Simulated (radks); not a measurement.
Species: Mn2+. Configuration: [Ar] 3d5 (the NIST ground configuration).

Calculated with a radial shooting solver on a logarithmic mesh with Libxc functionals: scalar-relativistic Kohn-Sham, SCAN, spin-polarised, spherical densities, finite nucleus; open shells are filled with parallel spins first; meta-GGA in the generalised Kohn-Sham scheme; Fermi nuclear charge, rms radius 3.7057 fm.

Energy parts (Ry):
part                       energy
total                 -2316.04128
kinetic                2341.75729
electron-nucleus      -5499.55465
Hartree                 946.20807
exchange-correlation   -104.45199

Orbitals (lengths in bohr, moments of r in powers of bohr):
orbital  occ.  eigenvalue (Ry)  <1/r>
1s down     1        -475.5270  24.92
1s up       1        -475.5249  24.92
2s up       1        -56.64883  5.316
2s down     1        -56.42902  5.331
2p up       3        -48.05284  5.199
2p down     3        -47.88945  5.213
3s up       1         -8.01113  1.658
3s down     1         -7.49772  1.645
3p up       3         -5.61004  1.521
3p down     3         -5.10386  1.506
3d up       5         -1.92305  1.176

The highest occupied level is 3d up at -26.164 eV. Summed over all electrons, <r^2> = 16.16 bohr^2, which gives a Langevin (diamagnetic) susceptibility term of -12.8 x 10^-6 cm^3/mol. The electron density at the nucleus is 1.324e+04 e/bohr^3 (large components only). Spin moment in Bohr magnetons: 5.

Empty levels of this run are not shown, since the potential may be unsettled where no density lies.
